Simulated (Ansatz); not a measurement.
GaSb₂⁻. Total charge -1; triplet. Geometry r2SCAN-D4/def2-TZVP, that of the neutral doublet.

Cartesian coordinates in Å:
```
Ga -0.523 -0.849 1.449
Sb -0.048 1.545 -0.181
Sb 0.571 -0.695 -1.268
```

In the def2 sets Sb takes a core potential; there is no spin–orbit coupling. At PBE-D4/def2-TZVPD, r2SCAN-D4/def2-TZVPD, PBE0-D4/def2-TZVPD the highest occupied level of the charge -1 triplet lies above zero (up to 0.86 eV). By energy differences its removal costs 1.38 eV (vertical, to the charge 0 doublet, at PBE-D4/def2-TZVPD); a positive level beside a positive removal energy at the same level points to self-interaction error. At PBE0-D4/def2-TZVPD a singlet of charge -1 lies 0.38 eV below the triplet at the same geometry. The structure comes from a short search, and lower isomers may exist.

**Question.** Estimate the α-spin orbital energies around the gap (eV) in Ansatz with PBE-D4/def2-TZVPD, r2SCAN-D4/def2-TZVPD, PBE0-D4/def2-TZVPD.

**Answer.** 
| orbital | PBE-D4/def2-TZVPD | r2SCAN-D4/def2-TZVPD | PBE0-D4/def2-TZVPD |
| --- | --- | --- | --- |
| HOMO−5 | -4.69 | -5.02 | -5.87 |
| HOMO−4 | -1.50 | -1.73 | -2.38 |
| HOMO−3 | -1.29 | -1.58 | -2.29 |
| HOMO−2 | -0.88 | -1.07 | -1.68 |
| HOMO−1 | -0.23 | -0.56 | -1.03 |
| HOMO | 0.86 | 0.61 | 0.03 |
| LUMO | 1.71 | 1.86 | 2.34 |
| LUMO+1 | 2.57 | 2.82 | 3.04 |
| LUMO+2 | 2.58 | 2.99 | 3.06 |
| LUMO+3 | 2.99 | 3.25 | 3.53 |
| LUMO+4 | 3.52 | 3.99 | 4.03 |
| LUMO+5 | 4.48 | 5.08 | 4.99 |
| β HOMO | -0.57 | -0.74 | -1.24 |
| β LUMO | 0.50 | 0.67 | 1.15 |
